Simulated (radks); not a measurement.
Values are calculated unless marked as measured or tabulated.
Cd VII, configuration [Kr] 4d6 (the NIST ground configuration). Level of theory: Dirac Kohn-Sham, relativistic LDA (MacDonald-Vosko exchange, VWN5 correlation), spin-unpolarised, spherical densities, finite nucleus; open shells fill j = l - 1/2 first; Fermi nuclear charge, rms radius 4.6087 fm (a radial shooting solver on a logarithmic mesh with Libxc functionals).

Normalised radial functions P(r) = r R(r) (large component), r in bohr:

| r | 4p3/2 |
|---|---|
| 0.001816 | 0.0019 |
| 0.002403 | 0.0033 |
| 0.003179 | 0.0056 |
| 0.004173 | 0.0093 |
| 0.005521 | 0.0157 |
| 0.007306 | 0.0261 |
| 0.009589 | 0.0422 |
| 0.01269 | 0.0680 |
| 0.01679 | 0.1067 |
| 0.02204 | 0.1603 |
| 0.02916 | 0.2332 |
| 0.03858 | 0.3188 |
| 0.05063 | 0.3970 |
| 0.067 | 0.4363 |
| 0.08864 | 0.3806 |
| 0.1164 | 0.1887 |
| 0.154 | -0.1457 |
| 0.2037 | -0.5043 |
| 0.2674 | -0.6630 |
| 0.3538 | -0.4288 |
| 0.4681 | 0.1926 |
| 0.6144 | 0.8588 |
| 0.8129 | 1.1909 |
| 1.076 | 1.0154 |
| 1.412 | 0.5894 |
| 1.868 | 0.2190 |
| 2.472 | 0.0478 |
| 3.244 | 0.0057 |
| 4.293 | 0.0003 |
| 5.68 | 0.0000 |

4p3/2: eigenvalue -156.56 eV, 2 radial nodes at r = 0.138, 0.434 bohr, <r> = 0.932 bohr, 90 % of the charge inside 1.36 bohr.
